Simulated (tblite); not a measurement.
C8H9S (charge -1).
Numbering: `[CH3:1][c:2]1[cH:3][cH:4][c:5]([S-:6])[cH:7][c:8]1[CH3:9]` (hydrogens: H10, H11, H12 on C1; H13 on C3; H14 on C4; H15 on C7; H16, H17, H18 on C9)

All values are computed: GFN2-xTB (tblite) harmonic vibrations without scaling, gas phase. This tight-binding method is rough: wavenumbers can miss measured ones by several per cent, in bad cases by 10 to 20.

Harmonic wavenumbers (cm⁻¹): 101.9, 118.4, 167.4, 193.8, 221.6, 293.9, 295.9, 376.8, 399.0, 427.5, 510.5, 524.7, 631.4, 656.7, 772.5, 789.6, 861.5, 899.9, 904.3, 1002.5, 1007.6, 1024.7, 1034.9, 1107.4, 1150.1, 1191.3, 1267.2, 1272.9, 1325.4, 1396.9, 1406.0, 1415.8, 1474.7, 1494.1, 1501.1, 1508.1, 1509.0, 1533.3, 1603.1, 2936.9, 2957.6, 2958.1, 2976.0, 2987.7, 3006.9, 3018.6, 3042.9, 3052.6.

A = 2999, B = 900.0, C = 698.3 MHz; mass 137.042 u (most abundant isotopes); point group Cs, symmetry number 1.

What is the zero-point energy?

Half the sum of the wavenumbers: 31155 cm⁻¹ = 89.08 kcal/mol.

Entropy at 273.15 K, 1 bar (ideal gas, RRHO, classical rotation)?

Translation 40.25, rotation 29.26, vibration 20.19: S = 89.7 cal/(mol K).

And Cp and H(273.15 K) − H(0)?

Cp = 33.35 cal/(mol K), of which vibrations give 25.40 (their classical limit is 48 R = 95.4); H(273.15 K) − H(0) = 5.43 kcal/mol without the zero-point energy, 3.25 from vibrations.

How do the functions run with temperature in this model?

```tsv
T (K)	S (cal/(mol K))	Cp (cal/(mol K))	H − H(0) (kcal/mol)	G − H(0) (kcal/mol)	ln q(vib)
150	73.6	21.4	2.05	-8.99	1.59
250	86.8	31.1	4.68	-17.03	3.66
298.15	92.7	35.8	6.29	-21.36	4.72
400	104.6	45.3	10.43	-31.41	7.01
600	126.0	60.4	21.09	-54.51	11.59
900	153.5	74.8	41.55	-96.57	18.25
```

q(vib) and H(0) count from the zero-point level.

What must be added to the electronic energy to get the Gibbs energy at 273.15 K and 1 bar?

ZPE + [H(273.15 K) − H(0)] − T·S = 89.08 + 5.43 − 24.50 = 70.01 kcal/mol.

Which modes carry the vibrational entropy at 273.15 K?

101.9 cm⁻¹: 3.25; 118.4 cm⁻¹: 2.96; 167.4 cm⁻¹: 2.30; 193.8 cm⁻¹: 2.03; 221.6 cm⁻¹: 1.79; 293.9 cm⁻¹: 1.31 cal/(mol K); the other 42 give 6.56 together.

Blend soft modes into free rotors: weight 1/[1 + (100 cm⁻¹/ν̃)⁴] for the oscillator and the rest for a rotor with moment μB/(μ + B), μ = h/(8π²ν), B = 10⁻⁴⁴ kg m². What vibrational entropy results?

19.86 cal/(mol K) in place of 20.19, which changes −T·S at 273.15 K by +0.09 kcal/mol.

Hindered rotation and anharmonicity are outside this model.
